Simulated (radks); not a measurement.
Results of a calculation; reference values are marked as such.
Question: Species: the cadmium ion Cd3+. Configuration: [Kr] 4d8 5p1 (not the ground configuration). Level of theory: scalar-relativistic Kohn-Sham, BLYP, spin-polarised, spherical densities, point nucleus; open shells are filled with parallel spins first (spin-orbit coupling, left out, can overturn this in heavy ions) (a radial shooting solver on a logarithmic mesh with Libxc functionals). Some entries of the table are withheld. Estimate them.

orbital  occ.  eigenvalue (hartree)  <1/r> (bohr^-1)  <r> (bohr)
1s up       1             -976.5750            50.64     0.03040
1s down     1             -976.5737            50.64     0.03040
2s up       1             -146.3740            11.52      0.1317
2s down     1             -146.3564            11.52      0.1316
2p up       3             -131.5163            11.11      0.1149
2p down     3             -131.5023            11.11      0.1148
3s up       1             -28.57885            4.062      0.3584
3s down     1             -28.56917            4.062      0.3584
3p up       3             -23.70779            3.870      0.3571
3p down     3             -23.69676            3.870      0.3571
3d up       5             -16.08504            3.643      0.3347
3d down     5             -16.06866            3.643      0.3346
4s up       1              -5.47714            1.587      0.8713
4s down     1              -5.41031            1.589      0.8708
4p up       3              -4.02778            1.439      0.9443
4p down     3              -3.95982            1.440      0.9441
4d up       5              -1.92286            1.140       1.164
4d down     3              -1.85614            1.138       1.167
5s up       0              -1.31504              (1)       2.200
5s down     0              -1.26842              (2)       2.219
5p up       1              -0.99797           0.5035       2.550
5p down     0              -0.95713           0.4965       2.583
5d up       0              -0.59037           0.3687       3.502
4f up       0              -0.41454           0.3424       3.631

Answer: 
(1) 5s up <1/r> (bohr^-1): 0.5891
(2) 5s down <1/r> (bohr^-1): 0.5838
